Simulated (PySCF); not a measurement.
Constitutional and geometric isomers with formula C2H4S3. Isolated molecules, 0 K electronic values unless said otherwise. One relaxed conformer stands for each flexible species; it need not be the lowest. Strings in code marks are SMILES.

Quantity: electronic energy of isomers of C2H4S3 relative to `S=C(S)CS`, in kcal/mol.

Level 1: ωB97X-D3(BJ)/def2-TZVP // PBE0-D3(BJ)/def2-TZVP (PySCF)
Level 2: B3LYP/6-31G* // PBE0-D3(BJ)/def2-TZVP (PySCF)
Level 3: PBE/6-31G* // PBE0-D3(BJ)/def2-TZVP (PySCF)
Level 4: HF/3-21G // PBE0-D3(BJ)/def2-TZVP (PySCF)

```
species                          level 2  level 3  level 4
-------------------------------  -------  -------  -------
`SC1SCS1` (H–S–C–S torsion 94°)     10.9     9.54     12.3
`C=C(S)SS`                          9.34     10.0     19.1
`S=CCSS`                            4.36     5.34     10.4
```

Q: What does level 1 give for each, and how far do the other levels lie from it on average?

A: 
- `SC1SCS1` (H–S–C–S torsion 94°): 3.99
- `C=C(S)SS`: 1.45
- `S=CCSS`: 2.93
Mean absolute difference from level 1, which has limits of its own, over these rows (drawn at random from the members that have all these levels): level 2 5.41 kcal/mol, level 3 5.52 kcal/mol, level 4 11.2 kcal/mol.
